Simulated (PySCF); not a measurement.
A compound of formula C30H16S2 has these computed shifts in ppm, with the number of atoms in brackets (GIAO B97-D/pcSseg-1, gas phase, PySCF SCF with an in-house response code, fitting set def2-universal-JFIT, grid level 2, non-relativistic, on the GFN2-xTB geometry; 13C, 1H against isolated TMS; 33S against isolated CS2).

1H: 9.88 (1), 8.80 (1), 8.79 (1), 8.07 (1), 8.06 (1), 8.00 (1), 7.91 (1), 7.84 (1), 7.75 (1), 7.59 (1), 6.45 (1), 6.08 (1), 6.03 (1), 5.67 (1), 5.45 (1), 5.35 (1)
13C: 138.1 (1), 138.0 (1), 135.4 (1), 133.4 (1), 132.4 (1), 131.1 (1), 130.8 (1), 130.0 (1), 129.2 (1), 128.5 (1), 128.4 (1), 127.8 (1), 126.7 (1), 126.7 (1), 126.2 (1), 125.7 (1), 125.6 (1), 125.4 (1), 125.2 (1), 124.7 (1), 123.7 (1), 123.2 (1), 123.2 (1), 122.6 (1), 122.5 (1), 121.6 (1), 121.3 (1), 121.2 (1), 118.1 (1), 113.5 (1)
33S: 153.1 (1), 139.6 (1)

Q: Which structure gave them?

A: c1csc2c(c1)ccc1csc3c(cc4ccc5cccc6c7ccccc7c3c4c56)c12. Other isomers were not compared.
